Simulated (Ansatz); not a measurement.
**Nudged elastic band run: ClH3O2Si**

Input file:

```yaml
crystal:
  periodic: [false, false, false]
  atoms:
    - { symbol: O, position_ang: [0.016975, 1.400562, -0.677173] }
    - { symbol: Si, position_ang: [0.160677, 0.116214, 0.411766] }
    - { symbol: O, position_ang: [0.862631, -1.294847, -0.199657] }
    - { symbol: Cl, position_ang: [-1.853225, -0.403887, 1.080787] }
    - { symbol: H, position_ang: [-0.590873, 1.494327, -1.421228] }
    - { symbol: H, position_ang: [0.998803, 0.583378, 1.531843] }
    - { symbol: H, position_ang: [0.466312, -1.963747, -0.772038] }
basis:
  gaussian: { orbitals: "6-31G" }
hamiltonian:
  xc: pbe0
  dispersion: d4
neb:
  order_check: false
  images: 2
  f_tol: 0.03
  max_iterations: 60
  climbing: true
  final_atoms:
    - { symbol: O, position_ang: [0.02730229, 1.1797683, -0.58601375] }
    - { symbol: Si, position_ang: [-0.21193233, 0.57710478, 1.07118902] }
    - { symbol: O, position_ang: [0.92521765, -0.83248002, 0.18328377] }
    - { symbol: Cl, position_ang: [-2.02521067, -0.83311534, 0.7465392] }
    - { symbol: H, position_ang: [-0.27093849, 2.02703498, -0.94182524] }
    - { symbol: H, position_ang: [0.95981128, -0.41883422, -0.71838976] }
    - { symbol: H, position_ang: [0.65705028, -1.76747849, 0.19951676] }
  initial_path:
    images:
      - { positions_ang: [[0.016975, 1.400562, -0.677173], [0.160677, 0.116214, 0.411766], [0.862631, -1.294847, -0.199657], [-1.853225, -0.403887, 1.080787], [-0.590873, 1.494327, -1.421228], [0.998803, 0.583378, 1.531843], [0.466312, -1.963747, -0.772038]] }
      - { positions_ang: [[-0.08300379, 1.49973838, -0.45784358], [0.01462584, 0.20094519, 0.51766012], [0.80661063, -1.03727072, -0.23271444], [-1.85832998, -0.47380192, 0.8483952], [-0.47130707, 1.43521165, -1.346283], [1.12009954, 0.17128077, 0.89734612], [0.53260482, -1.86410336, -0.27226042]] }
      - { positions_ang: [[-0.07956136, 1.42614048, -0.42745716], [-0.10957727, 0.35457545, 0.73746779], [0.82747285, -0.88314839, -0.10506751], [-1.91565854, -0.61687803, 0.73697926], [-0.36466223, 1.61278098, -1.18648208], [1.1071023, -0.16278997, 0.14726853], [0.59618425, -1.79868052, 0.05159117]] }
      - { positions_ang: [[0.02730229, 1.1797683, -0.58601375], [-0.21193233, 0.57710478, 1.07118902], [0.92521765, -0.83248002, 0.18328377], [-2.02521067, -0.83311534, 0.7465392], [-0.27093849, 2.02703498, -0.94182524], [0.95981128, -0.41883422, -0.71838976], [0.65705028, -1.76747849, 0.19951676]] }
```

Launched with:

```bash
$ ansatz run input.yaml --threads 1 --pin off --max-ram 2048MiB --backend cpu --events-out ev --progress --plain --runs-dir out
```

Output, in part (warnings, iteration lines, the closing report on the highest movable image, with atoms numbered from 0):

```
NEB end point (image 0): max|allowed force component| = 4.200e-3 eV/Å (the criterion of neb.relax_end_points is 1.000e-2)
NEB end point (image 3): max|allowed force component| = 1.495e-2 eV/Å (the criterion of neb.relax_end_points is 1.000e-2)
NEB iter   1: max|band force component| = 1.396e1 eV/Å  barrier→ = 7.1817 eV  barrier← = 6.4974 eV  Δτ_max = 0.1935 Å  (100 SCF iters)
NEB iter   2: max|band force component| = 5.539e0 eV/Å  barrier→ = 3.3756 eV  barrier← = 2.6913 eV  Δτ_max = 0.1989 Å  (62 SCF iters)
NEB iter   3: max|band force component| = 2.840e0 eV/Å  barrier→ = 2.0254 eV  barrier← = 1.3411 eV  Δτ_max = 0.1980 Å  (59 SCF iters)
NEB iter   4: max|band force component| = 8.193e-1 eV/Å  barrier→ = 1.4361 eV  barrier← = 0.7518 eV  Δτ_max = 0.1960 Å  (59 SCF iters)
NEB iter   5: max|band force component| = 1.083e0 eV/Å  barrier→ = 1.2438 eV  barrier← = 0.5595 eV  Δτ_max = 0.1005 Å  (57 SCF iters)
NEB iter   6: max|band force component| = 1.761e0 eV/Å  barrier→ = 1.2177 eV  barrier← = 0.5334 eV  CI = image 1  Δτ_max = 0.1958 Å  (59 SCF iters)
NEB iter   7: max|band force component| = 2.369e0 eV/Å  barrier→ = 1.9894 eV  barrier← = 1.3051 eV  CI = image 1  Δτ_max = 0.1939 Å  (64 SCF iters)
NEB iter   8: max|band force component| = 2.054e0 eV/Å  barrier→ = 2.4133 eV  barrier← = 1.7290 eV  CI = image 1  Δτ_max = 0.2000 Å  (65 SCF iters)
NEB iter   9: max|band force component| = 1.548e0 eV/Å  barrier→ = 2.7992 eV  barrier← = 2.1150 eV  CI = image 1  Δτ_max = 0.2000 Å  (65 SCF iters)
NEB iter  10: max|band force component| = 1.005e0 eV/Å  barrier→ = 2.9506 eV  barrier← = 2.2663 eV  CI = image 1  Δτ_max = 0.1985 Å  (64 SCF iters)
NEB iter  11: max|band force component| = 7.646e-1 eV/Å  barrier→ = 2.7184 eV  barrier← = 2.0341 eV  CI = image 1  Δτ_max = 0.1080 Å  (58 SCF iters)
NEB iter  12: max|band force component| = 1.937e0 eV/Å  barrier→ = 2.7265 eV  barrier← = 2.0423 eV  CI = image 1  Δτ_max = 0.0539 Å  (61 SCF iters)
NEB iter  13: max|band force component| = 8.728e-1 eV/Å  barrier→ = 2.6804 eV  barrier← = 1.9961 eV  CI = image 1  Δτ_max = 0.0687 Å  (60 SCF iters)
NEB iter  14: max|band force component| = 1.832e-1 eV/Å  barrier→ = 2.6575 eV  barrier← = 1.9732 eV  CI = image 1  Δτ_max = 0.0533 Å  (60 SCF iters)
NEB iter  15: max|band force component| = 1.536e-1 eV/Å  barrier→ = 2.6462 eV  barrier← = 1.9619 eV  CI = image 1  Δτ_max = 0.0478 Å  (61 SCF iters)
NEB iter  16: max|band force component| = 1.094e-1 eV/Å  barrier→ = 2.6375 eV  barrier← = 1.9532 eV  CI = image 1  Δτ_max = 0.0516 Å  (61 SCF iters)
NEB iter  17: max|band force component| = 7.541e-2 eV/Å  barrier→ = 2.6301 eV  barrier← = 1.9458 eV  CI = image 1  Δτ_max = 0.0531 Å  (59 SCF iters)
NEB iter  18: max|band force component| = 6.001e-2 eV/Å  barrier→ = 2.6253 eV  barrier← = 1.9410 eV  CI = image 1  Δτ_max = 0.0417 Å  (62 SCF iters)
NEB iter  19: max|band force component| = 6.601e-2 eV/Å  barrier→ = 2.6220 eV  barrier← = 1.9377 eV  CI = image 1  Δτ_max = 0.0209 Å  (55 SCF iters)
NEB iter  20: max|band force component| = 4.174e-2 eV/Å  barrier→ = 2.6206 eV  barrier← = 1.9363 eV  CI = image 1  Δτ_max = 0.0209 Å  (54 SCF iters)
NEB iter  21: max|band force component| = 2.982e-2 eV/Å  barrier→ = 2.6192 eV  barrier← = 1.9349 eV  CI = image 1  Δτ_max = 0.0209 Å  (54 SCF iters)
NEB iter  22: max|band force component| = 3.346e-2 eV/Å  barrier→ = 2.6180 eV  barrier← = 1.9337 eV  CI = image 1  Δτ_max = 0.0169 Å  (31 SCF iters)
NEB iter  23: max|band force component| = 2.299e-2 eV/Å  barrier→ = 2.6171 eV  barrier← = 1.9328 eV  CI = image 1  Δτ_max = 0.0181 Å  (55 SCF iters)
NEB iter  24: max|band force component| = 2.117e-2 eV/Å  barrier→ = 2.6162 eV  barrier← = 1.9319 eV  CI = image 1  Δτ_max = 0.0239 Å  (31 SCF iters)
NEB iter  25: max|band force component| = 4.673e-2 eV/Å  barrier→ = 2.6152 eV  barrier← = 1.9309 eV  CI = image 1  Δτ_max = 0.0275 Å  (32 SCF iters)
NEB iter  26: max|band force component| = 1.898e-2 eV/Å  barrier→ = 2.6143 eV  barrier← = 1.9300 eV  CI = image 1  Δτ_max = 0.0418 Å  (56 SCF iters)
NEB iter  27: max|band force component| = 7.867e-2 eV/Å  barrier→ = 2.6137 eV  barrier← = 1.9294 eV  CI = image 1  Δτ_max = 0.0210 Å  (30 SCF iters)
NEB iter  28: max|band force component| = 5.585e-2 eV/Å  barrier→ = 2.6132 eV  barrier← = 1.9289 eV  CI = image 1  Δτ_max = 0.0105 Å  (55 SCF iters)
NEB iter  29: max|band force component| = 3.310e-2 eV/Å  barrier→ = 2.6129 eV  barrier← = 1.9286 eV  CI = image 1  Δτ_max = 0.0100 Å  (47 SCF iters)
NEB iter  30: max|band force component| = 1.308e-2 eV/Å  barrier→ = 2.6127 eV  barrier← = 1.9284 eV  CI = image 1  Δτ_max = 0.0000 Å  (98 SCF iters)
Total energy: -24528.01621179 eV, -901.3879700966 hartree
Atom 0 at    -0.116766     1.446363    -0.793366 Å, force     0.005771     0.003687    -0.007451 eV/Å
Atom 1 at    -0.024330     0.405168     0.549633 Å, force    -0.012029     0.007198     0.008607 eV/Å
Atom 2 at     0.860751    -1.144652     0.089517 Å, force     0.012612    -0.010408     0.008652 eV/Å
Atom 3 at    -2.144879    -0.145246     0.907478 Å, force     0.000371     0.000544    -0.000311 eV/Å
Atom 4 at    -0.892321     1.642916    -1.339213 Å, force    -0.002242    -0.002254     0.001852 eV/Å
Atom 5 at     1.343980    -0.410730     1.092561 Å, force    -0.001267    -0.002352    -0.005478 eV/Å
Atom 6 at     1.034866    -1.861820    -0.552310 Å, force    -0.003216     0.003584    -0.005871 eV/Å
Dipole moment:     0.380164    -0.168376    -0.359642 e Å
```

The run converged. The band force fell under the threshold earlier too, but the program's further tests of the path sent the band on. Neighbouring images differ by up to 2.6 eV, so the band resolves the path poorly. Another band between the same ends (5 images) ends at a top of the same energy, where a vibrational analysis finds 1 clearly imaginary mode. So few images can step over the top or miss a turn of the path. The orbitals stay closed-shell, which can raise the energy where a bond breaks towards radicals; this wasn't checked here. Limits of this set-up: no polarisation functions.

Final band (atoms are numbered from 1 in the order of the input):

```
image  path coordinate (Å)  energy (kcal/mol)  Si2–H6 (Å)  O3–H6 (Å)
    0                 0.00                0.0        1.47       2.56
    1                 1.50               60.3        1.68       1.33
    2                 3.21               17.3        2.78       0.97
    3                 4.93               15.8        2.36       0.99
```

Time of the run: 2.1 min on 1 thread of Arm Neoverse V1 (shared host), peak memory 0.11 GiB.
